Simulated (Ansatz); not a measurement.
One geometry of Pd(PH3)2 (P₂PdH₆), several levels of theory.

```yaml
crystal:
  periodic: [false, false, false]
  atoms:
    - {symbol: Pd, position_ang: [0.009308, 0.023160, 0.000140]}
    - {symbol: P, position_ang: [0.000804, -0.009895, 2.261682]}
    - {symbol: H, position_ang: [0.800456, -0.942659, 2.980820]}
    - {symbol: H, position_ang: [-1.200786, -0.260986, 2.982634]}
    - {symbol: H, position_ang: [0.390006, 1.130634, 3.019822]}
    - {symbol: P, position_ang: [0.002753, 0.018736, -2.261619]}
    - {symbol: H, position_ang: [1.175679, 0.338097, -3.002698]}
    - {symbol: H, position_ang: [-0.870039, 0.870454, -2.996255]}
    - {symbol: H, position_ang: [-0.308173, -1.167542, -2.984525]}
basis:
  gaussian: {orbitals: def2-TZVP, initial_orbitals: start.molden}
hamiltonian: {xc: {text: "exchange = 0.85*pbe_x + 0.15*exact_x\ncorrelation = pbe_c"}}
scf: {omitted_lower_state_checks: [starts]}
output: {orbitals: {seedname: orbitals}}
```

The file start.molden holds the orbitals of an earlier run on this structure, at another level or in another basis.

```sh
$ ansatz run in.yaml --threads 4 --pin off --events-out ev --progress --plain --max-ram 3916MiB
```

Output, abridged:

```
Functional definition: unnamed
1163 factors; their error is unknown
mean field evaluation 1: about -22149.9523 eV, gradient 4.1e0 eV
mean field evaluation 2: about -22149.9702 eV, gradient 2.3e-2 eV
mean field evaluation 4: about -22150.0084 eV, gradient 4.1e-5 eV
mean field -22150.00843601 eV, -813.9977962084 hartree, gradient 4.3e-5 eV, S^2 0.000000; 0 other end points of the search recorded, 0 dependent functions left out
reference -22150.00848336 eV, -813.9977979484 hartree; 27, 27 occupied and 123, 123 virtual orbitals, 1163 factors
Total energy: -22150.00848336 eV, -813.9977979484 hartree
Checks for a lower state left out: starts
```

Run time 1.5 s (4 threads of Arm Neoverse V1 on a shared host).

First input, but with `hamiltonian: {xc: hse06, dispersion: d4}` (abridged; 1.7 s):

```
Functional definition: HSE06
mean field -22149.90867733 eV, -813.9941301447 hartree, gradient 4.7e-5 eV, S^2 0.000000
Total energy: -22150.07692358 eV, -814.0003130802 hartree
Checks for a lower state left out: starts
```

First input, but with `gaussian: {orbitals: def2-TZVPD, initial_orbitals: start.molden}`, `hamiltonian: {xc: pbe, dispersion: d4}` (abridged; 1.7 s):

```
Functional definition: PBE
mean field -22149.65054075 eV, -813.9846438003 hartree, gradient 2.5e-5 eV, S^2 0.000000
Total energy: -22149.85953243 eV, -813.9923241026 hartree
Checks for a lower state left out: starts
```

First input, but with `gaussian: {orbitals: def2-SVP, initial_orbitals: start.molden}`, `hamiltonian: {xc: pbe0, dispersion: d4}` (abridged; 1.4 s):

```
Functional definition: PBE0
mean field -22142.81713335 eV, -813.7335207100 hartree, gradient 3.5e-5 eV, S^2 0.000000
Total energy: -22142.99513628 eV, -813.7400621972 hartree
Checks for a lower state left out: starts
```

As the first input, with `hamiltonian: {xc: {name: B3LYP}, dispersion: d4}` (abridged; 1.7 s):

```
Functional definition: B3LYP
mean field -22160.33794666 eV, -814.3773987232 hartree, gradient 9.0e-5 eV, S^2 0.000000
Total energy: -22160.67929142 eV, -814.3899429117 hartree
Checks for a lower state left out: starts
```

First input, but with `gaussian: {orbitals: def2-SVP, initial_orbitals: start.molden}`, `hamiltonian: {xc: pbe, dispersion: d4}` (abridged; 0.85 s):

```
Functional definition: PBE
mean field -22141.92005155 eV, -813.7005535620 hartree, gradient 1.6e-5 eV, S^2 0.000000
Total energy: -22142.12903800 eV, -813.7082336722 hartree
Checks for a lower state left out: starts
```

As the first input, with `hamiltonian: {xc: {text: "exchange = 0.90*pbe_x + 0.10*exact_x\ncorrelation = pbe_c"}}` (abridged; 1.4 s):

```
Functional definition: unnamed
mean field -22149.85850513 eV, -813.9922863503 hartree, gradient 5.4e-5 eV, S^2 0.000000
Total energy: -22149.85855531 eV, -813.9922881942 hartree
Checks for a lower state left out: starts
```

Geometry: PBE0-D4/def2-SVP.

In the def2 sets Pd takes a core potential; there is no spin–orbit coupling. B3LYP takes the VWN-RPA correlation. HSE06 is defined as in plane-wave codes, on full-range PBE exchange.
